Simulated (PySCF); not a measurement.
F2La, charge +1, singlet, geometry from GFN2-xTB (such geometries of metal compounds can be far from the true shape) (the multiplicity is a formal guess) (core potentials on La); SVWN5/def2-SV(P) in PySCF.

The PySCF input:
```python
from pyscf import gto, scf, dft

mol = gto.M(
    atom='''
La    0.339661    0.235568    0.069081
F    -1.548567    0.245262   -1.273320
F    -0.602619   -1.737191    0.835806
''',
    basis='def2-sv(p)',
    ecp={'La': 'def2-sv(p)'},
    charge=1,
    spin=0,
    verbose=4,
)

mf = dft.RKS(mol)
mf.xc = 'lda,vwn'
mf.kernel()
mf.analyze()
```

The log (banner, timings and long lists left out):

```
PySCF version 2.14.0

[INPUT] verbose = 4
[INPUT] num. atoms = 3
[INPUT] num. electrons = 28
[INPUT] charge = 1
[INPUT] spin (= nelec alpha-beta = 2S) = 0
[INPUT] symmetry False subgroup None
[INPUT] Mole.unit = angstrom
[INPUT] Symbol           X                Y                Z      unit          X                Y                Z       unit  Magmom
[INPUT]  1 La     0.339661000000   0.235568000000   0.069081000000 AA    0.641866265196   0.445159003712   0.130544170411 Bohr   0.0
[INPUT]  2 F     -1.548567000000   0.245262000000  -1.273320000000 AA   -2.926367515539   0.463478008763  -2.406226068931 Bohr   0.0
[INPUT]  3 F     -0.602619000000  -1.737191000000   0.835806000000 AA   -1.138784867459  -3.282815216059   1.579444433268 Bohr   0.0

nuclear repulsion = 59.3006480013227
number of shells = 23
number of NR pGTOs = 98
number of NR cGTOs = 53
basis = def2-sv(p)
ecp = {'La': 'def2-sv(p)'}

******** <class 'pyscf.dft.rks.RKS'> ********
method = RKS
initial guess = minao
damping factor = 0
level_shift factor = 0
DIIS = <class 'pyscf.scf.diis.CDIIS'>
diis_start_cycle = 1
diis_space = 8
diis_damp = 0
SCF conv_tol = 1e-09
SCF conv_tol_grad = None
SCF max_cycles = 50
direct_scf = True
direct_scf_tol = 1e-13
XC library pyscf.dft.libxc version 7.1.2
    S. Lehtola, C. Steigemann, M. J. T. Oliveira, and M. A. L. Marques,  SoftwareX 7, 1–5 (2018)
XC functionals = lda,vwn
    P. A. M. Dirac,  Math. Proc. Cambridge Philos. Soc. 26, 376 (1930)
    F. Bloch,  Z. Phys. 57, 545 (1929)
    S. H. Vosko, L. Wilk, and M. Nusair,  Can. J. Phys. 58, 1200 (1980)
radial grids:
    Treutler-Ahlrichs [JCP 102, 346 (1995); DOI:10.1063/1.469408] (M4) radial grids

becke partition: Becke, JCP 88, 2547 (1988); DOI:10.1063/1.454033
pruning grids: <function nwchem_prune>
grids dens level: 3
symmetrized grids: False
atomic radii adjust function: <function treutler_atomic_radii_adjust>
small_rho_cutoff = 0
Set gradient conv threshold to 3.16228e-05
Initial guess from minao.
tot grids = 53232
init E= -226.550037044954
  HOMO = -0.639951389751502  LUMO = -0.41144025028969  gap/eV = 6.21810
cycle= 1 E= -229.467739706756  delta_E= -2.92  |g|= 0.861  |ddm|= 10.3
  HOMO = -0.328717087168421  LUMO = -0.243203695096817  gap/eV = 2.32694
cycle= 2 E= -214.141096776356  delta_E= 15.3  |g|= 7.16  |ddm|= 6.26
  HOMO = -0.42232223618022  LUMO = -0.287287996772647  gap/eV = 3.67447
cycle= 3 E= -229.59579908922  delta_E= -15.5  |g|= 0.439  |ddm|= 6.04
  HOMO = -0.44997854248818  LUMO = -0.334164243636862  gap/eV = 3.15147
cycle= 4 E= -229.61440894603  delta_E= -0.0186  |g|= 0.206  |ddm|= 0.398
  HOMO = -0.452798857308525  LUMO = -0.329254288960801  gap/eV = 3.36182
cycle= 5 E= -229.622199961903  delta_E= -0.00779  |g|= 0.114  |ddm|= 0.0987
  HOMO = -0.46266303171576  LUMO = -0.328467038960398  gap/eV = 3.65166
cycle= 6 E= -229.625233098732  delta_E= -0.00303  |g|= 0.00243  |ddm|= 0.0937
  HOMO = -0.462717587625277  LUMO = -0.328461023505148  gap/eV = 3.65331
cycle= 7 E= -229.625233630345  delta_E= -5.32e-07  |g|= 0.00125  |ddm|= 0.00209
  HOMO = -0.462656578947163  LUMO = -0.328471345899264  gap/eV = 3.65137
cycle= 8 E= -229.625233635337  delta_E= -4.99e-09  |g|= 0.00128  |ddm|= 0.00158
  HOMO = -0.462625742711311  LUMO = -0.328474413170592  gap/eV = 3.65044
cycle= 9 E= -229.625233969076  delta_E= -3.34e-07  |g|= 8.98e-05  |ddm|= 0.000965
  HOMO = -0.462626892097437  LUMO = -0.328469070009461  gap/eV = 3.65062
cycle= 10 E= -229.625233970996  delta_E= -1.92e-09  |g|= 2.52e-05  |ddm|= 0.000106
  HOMO = -0.462625536400955  LUMO = -0.328469998438447  gap/eV = 3.65056
cycle= 11 E= -229.625233971146  delta_E= -1.5e-10  |g|= 2.26e-07  |ddm|= 2.19e-05
  HOMO = -0.46262562492426  LUMO = -0.328470006229632  gap/eV = 3.65056
Extra cycle  E= -229.625233971147  delta_E= -6.82e-13  |g|= 7.59e-07  |ddm|= 7.52e-07
converged SCF energy = -229.625233971147
**** SCF Summaries ****
Total Energy =                        -229.625233971146656
Nuclear Repulsion Energy =              59.300648001322720
One-electron Energy =                 -444.747163407219603
Two-electron Energy =                  155.821281434750233
Two-electron Coulomb Energy =          179.369939378246386
DFT Exchange-Correlation Energy =      -23.548657943496146
HOMO-LUMO gap [eV] =                     3.650560327051443
**** MO energy ****
MO #1   energy= -24.215537675922   occ= 2
MO #2   energy= -24.2154685658283  occ= 2
MO #3   energy= -1.70379754190241  occ= 2
MO #4   energy= -1.14824492941767  occ= 2
MO #5   energy= -1.14481682898749  occ= 2
MO #6   energy= -1.07872043067639  occ= 2
MO #7   energy= -1.0457942334963   occ= 2
MO #8   energy= -1.03818599431294  occ= 2
MO #9   energy= -0.506977253099176 occ= 2
MO #10  energy= -0.495453073008148 occ= 2
MO #11  energy= -0.488923951572516 occ= 2
MO #12  energy= -0.484014247632825 occ= 2
MO #13  energy= -0.479426512938033 occ= 2
MO #14  energy= -0.46262562492426  occ= 2
MO #15  energy= -0.328470006229632 occ= 0
MO #16  energy= -0.315610897944558 occ= 0
MO #17  energy= -0.312782863129585 occ= 0
MO #18  energy= -0.291435131785917 occ= 0
MO #19  energy= -0.272628951796251 occ= 0
MO #20  energy= -0.255094238463444 occ= 0
MO #21  energy= -0.168699419693901 occ= 0
MO #22  energy= -0.136840101641849 occ= 0

WARN: Weak orthogonality for localized orbitals 1.001928099525147e-09

WARN: System has nonzero charge 1; the dipole moment is origin-dependent.
Location of origin: [0. 0. 0.]

Dipole moment(X, Y, Z, Debye):  7.53534,  5.22600,  1.53261
```
